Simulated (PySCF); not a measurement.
H5Si2, SMILES [SiH2][SiH3] (connectivity only; charge and spin as stated), charge +1, multiplicity 1. Atoms are numbered in the order given.

```xyz
7

Si     1.1901    -0.0164     0.0000
Si    -1.1574    -0.0024     0.0000
H      2.0130     0.0376    -1.2279
H      2.0130     0.0376     1.2279
H     -1.3239     1.4771     0.0000
H     -1.5803    -0.6450    -1.2590
H     -1.5803    -0.6450     1.2590
```
Charge +1, spin multiplicity 1.

Geometry: r2SCAN-D4/def2-TZVP. The multiplicity is an assumed one; other spin states were not compared. The isomer is the one that the SMILES or the coordinates give; other isomers of the formula were not compared.

Level of theory: PySCF with ωB97X/def2-TZVPD.

Symmetry labels are those of the subgroup Cs that the program uses (full group Cs).

Computed valence orbital energies around the gap with their symmetry:
```
orbital  symmetry  energy (eV)
-------  --------  -----------
HOMO−7         A'      -107.21
HOMO−6         A"      -107.19
HOMO−5         A'       -24.88
HOMO−4         A'       -22.72
HOMO−3         A"       -19.09
HOMO−2         A'       -17.94
HOMO−1         A"       -17.80
HOMO           A'       -16.97
LUMO           A'        -7.17
LUMO+1         A"        -3.42
LUMO+2         A'        -3.38
LUMO+3         A'        -2.59
```
